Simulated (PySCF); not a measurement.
Ge(H)2(vinyl)(NH2) (C₂H₇GeN), SMILES C=[CH][GeH2][NH2]. Atoms are numbered in the order given.

```xyz
11

Ge    -0.2597     0.4782    -0.0271
N     -1.9142    -0.2571     0.3038
C      1.1253    -0.8019    -0.5099
C      2.1986    -1.0248     0.2547
H     -0.4822     1.4841    -1.1728
H      0.2054     1.1822     1.2623
H     -1.9042    -1.0193     0.9772
H     -2.3978    -0.5790    -0.5308
H      1.0147    -1.3743    -1.4405
H      2.3602    -0.4825     1.1942
H      2.9707    -1.7542    -0.0175
```

Geometry optimised at PBE0-D3(BJ)/def2-SVP. One conformer was computed; it need not be the lowest.

All values below come from TDA-LC-ωPBE/def2-SVPD (PySCF).

Vertical excitations. Gas-phase values at a fixed geometry.

Q: Give excitation energies, oscillator strengths and character. (Estimate from the structure and the level; the computed values follow.)

A: 
```csv
state,energy (eV),λ (nm),f,main pairs
S1,6.35,195,0.027,HOMO→LUMO 72 %
S2,7.05,176,0.061,"HOMO→LUMO+1 34 %, HOMO−2→LUMO 20 %, HOMO→LUMO+2 19 %, HOMO→LUMO 6 %"
S3,7.81,159,0.537,"HOMO−1→LUMO 62 %, HOMO→LUMO+1 14 %"
S4,8.15,152,0.053,"HOMO→LUMO+1 32 %, HOMO→LUMO+2 15 %, HOMO→LUMO+5 10 %, HOMO−2→LUMO 9 %"
S5,8.32,149,0.024,"HOMO−1→LUMO+1 37 %, HOMO−1→LUMO+2 16 %, HOMO−1→LUMO+3 10 %, HOMO→LUMO+5 10 %"
S6,8.53,145,0.028,"HOMO→LUMO+6 20 %, HOMO→LUMO+2 20 %, HOMO−2→LUMO 12 %, HOMO→LUMO+3 9 %"
S7,8.61,144,0.015,"HOMO→LUMO+3 40 %, HOMO→LUMO+6 13 %"
S8,8.65,143,0.014,"HOMO→LUMO+5 32 %, HOMO−5→LUMO 10 %, HOMO→LUMO+7 7 %, HOMO−3→LUMO 7 %"
S9,8.73,142,0.023,"HOMO−3→LUMO 30 %, HOMO→LUMO+4 19 %, HOMO→LUMO+5 13 %, HOMO→LUMO+6 11 %"
S10,8.88,140,0.022,"HOMO→LUMO+8 20 %, HOMO−1→LUMO+2 15 %, HOMO→LUMO+4 14 %, HOMO−3→LUMO 14 %"
T1,4.12,301,0,"HOMO−1→LUMO 57 %, HOMO−1→LUMO+1 14 %"
T2,5.77,215,0,"HOMO→LUMO 62 %, HOMO−2→LUMO 10 %, HOMO−1→LUMO 10 %"
T3,6.53,190,0,"HOMO−2→LUMO 24 %, HOMO→LUMO+1 22 %, HOMO→LUMO+2 21 %, HOMO→LUMO 8 %"
T4,7.84,158,0,"HOMO→LUMO+1 54 %, HOMO−2→LUMO 10 %"
```
Triplets are in the Tamm–Dancoff approximation.
